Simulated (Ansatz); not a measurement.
Frontier orbitals of C₂H₃AlO (`C=[C]1[O][AlH]1`).

The species carries charge 0 and has multiplicity 1. The geometry is a stationary point of PBE0-D4/def2-TZVP. Basis def2-TZVPP, Ansatz 0.2.0.

```tsv
functional	HOMO (eV)	LUMO (eV)
r2SCAN0	-6.52	-1.28
```

(1) Give HOMO and LUMO (eV) with LDA (SPW92), PBE, revPBE, BLYP, r2SCAN, B97M-V, PBE0, B3LYP, r2SCANh, HSE06 (plane-wave form), BHLYP, CAM-B3LYP, LC-ωPBE, ωB97X-V, ωB97M-V, HF. (Estimate.)

Results:

(1) The calculation gave: 
| functional | HOMO | LUMO |
| --- | --- | --- |
| LDA (SPW92) | -5.51 | -2.46 |
| PBE | -5.30 | -2.23 |
| revPBE | -5.22 | -2.13 |
| BLYP | -5.14 | -2.14 |
| r2SCAN | -5.46 | -1.91 |
| B97M-V | -5.46 | -2.11 |
| PBE0 | -6.40 | -1.48 |
| B3LYP | -6.18 | -1.71 |
| r2SCANh | -5.88 | -1.65 |
| HSE06 (plane-wave form) | -5.99 | -1.84 |
| BHLYP | -7.36 | -0.75 |
| CAM-B3LYP | -7.70 | -0.57 |
| LC-ωPBE | -9.05 | 0.54 |
| ωB97X-V | -8.68 | 0.43 |
| ωB97M-V | -8.61 | 0.15 |
| HF | -8.84 | 1.12 |

B3LYP here is the variant with VWN-RPA as its local correlation; programs differ in this. LC-ωPBE has ω = 0.4 bohr⁻¹. Positive LUMOs are unbound and depend on the basis.
